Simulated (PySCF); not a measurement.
# Br¹⁶⁺: fine-structure interval

Br¹⁶⁺ [Ar] 3d1 [3d3/2^1, M_J = 3/2] → Br¹⁶⁺ [Ar] 3d1 [3d5/2^1, M_J = 5/2], as a difference of total energies. All numbers are calculated (PySCF 2.14, the two-component X2C-1e Hamiltonian, in an uncontracted even-tempered set (17 s from 1.5 bohr⁻², ratio 2.8; 12 p from 1.9 bohr⁻², ratio 2.8; 8 d from 1.9 bohr⁻², ratio 2.8; 4 f from 5.8 bohr⁻², ratio 3)). Correlated levels: [Ne] frozen; the 76 highest virtual spinors dropped. "Screened" scales the spin-orbit matrix elements by Boettger's factors to mimic the two-electron term; Breit and QED terms are absent.

```csv
method,fine-structure interval (cm⁻¹)
GHF (screened spin-orbit),13544
GMP2 (screened spin-orbit),13325
GHF (bare spin-orbit),18932
```
